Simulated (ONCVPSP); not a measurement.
Ce ONCV: all-electron and pseudo phase curves

cerium, optimised norm-conserving Vanderbilt (ONCV), made with ONCVPSP 4.0.1 (LDA (Perdew-Wang 92), scalar-relativistic). Core [Kr] 4d10, reference 4f1 5s2 5p6 5d1 6s2. Waves: 5s+6s: rc 2.55 bohr, ncon 4, nbas 8, qcut 4.7 1/bohr, 2 projectors; 5p: rc 1.85 bohr, ncon 3, nbas 6, qcut 5.1 1/bohr, 2 projectors, debl 3.8 Ha; 5d: rc 3.55 bohr, ncon 4, nbas 9, qcut 5.3 1/bohr, 2 projectors, debl 1.5 Ha; 4f: rc 1.60 bohr, ncon 4, nbas 8, qcut 11.2 1/bohr, 2 projectors, debl 0.5 Ha. Local part: polynomial inside 1.25 bohr (lpopt 4, dvloc0 0 Ha). Core correction: Teter function, fcfact 5, rcfact 1.75.

The phase is arctan(r·R′/R) of the radial function R(r), unwrapped; energies in Ha, scanned from -3 to 5 Ha. A pole is an energy at which the radial function vanishes at the test radius. The pseudo phase is shifted by a multiple of π to meet the all-electron one at the reference energy, and phase errors are pseudo minus all-electron; the curves can meet again beyond the range given. Levels narrower than the energy grid can be missing from the lists of poles.

```csv
channel,radius (bohr),reference energy (Ha),"poles, all-electron","poles, pseudo",unbroken range about the reference energy with phases within 0.05 rad,phase error 1 Ha above the reference energy (rad)
s,2.58,-0.14,"-1.35, 2.56","-1.35, 0.69, 2.61",below 0.6,-3.109
p,1.88,-0.86,0.74,0.74,below 4.1,-0.000
d,3.61,-0.12,"0.07, 1.82, 4.61","0.07, 1.82, 4.38",below 2.8,-0.000
f,1.62,-0.21,0.26,0.26,the whole range,+0.000
```

Note: no bound ghost flagged; GHOST(+) flagged for s at 18.6 eV.

Phases in the d channel:

```
E (Ha)  all-electron  pseudo
 -2.98         1.441   1.441
 -2.76         1.435   1.435
 -2.54         1.428   1.428
 -2.32         1.420   1.420
 -2.10         1.410   1.410
 -1.88         1.399   1.399
 -1.66         1.385   1.385
 -1.44         1.367   1.367
 -1.22         1.343   1.343
 -1.00         1.308   1.308
 -0.78         1.250   1.250
 -0.56         1.133   1.133
 -0.34         0.698   0.698
 -0.12        -1.137  -1.137
  0.10        -1.606  -1.606
  0.32        -1.823  -1.823
  0.54        -2.220  -2.220
  0.76        -3.637  -3.638
  0.98        -4.345  -4.345
  1.20        -4.532  -4.532
  1.42        -4.620  -4.620
  1.64        -4.676  -4.676
  1.86        -4.721  -4.721
  2.08        -4.763  -4.764
  2.30        -4.814  -4.815
  2.52        -4.892  -4.896
  2.74        -5.070  -5.090
  2.96        -5.953  -6.173
  3.18        -7.373  -7.440
  3.40        -7.630  -7.657
  3.62        -7.720  -7.738
  3.84        -7.768  -7.784
  4.06        -7.800  -7.816
  4.28        -7.824  -7.843
  4.50        -7.845  -7.869
  4.72        -7.864  -7.899
  4.94        -7.883  -7.942
```
